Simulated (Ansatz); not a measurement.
Basis-set extrapolation for C₄H₁₆BNSi₂, SMILES `BN([SiH2][SiH3])C(C)(C)C` (PBE0-D4/def2-TZVP geometry, frozen core, Ansatz). Multiplicity 1, RHF reference.

```csv
,def2-TZVPP,def2-QZVPP
HF,-817.933362,-817.962756
MP2 correlation,-1.282049,-1.364605
CCSD(T) correlation,-1.435541,not run
```

Energies in hartree. Use E(X) = E(∞) + A·exp(−7.88·√X) for Hartree–Fock and E(X) = E(∞) + B·X^(−2.97) for correlation, with X = 3 and 4, and add CCSD(T) minus MP2 of the smaller set to the MP2 limit.

**Question.** What is the CCSD(T) energy at the basis-set limit?

**Answer.** HF limit: -817.962756 + (-0.029394) × 0.13774 = -817.96680. MP2 limit: -1.364605 + (-0.082556) × 0.74074 = -1.42576. Higher-order term: -1.435541 − (-1.282049) = -0.15349. Total: -819.54605 hartree, 465.1 kJ/mol below CCSD(T)/def2-TZVPP.
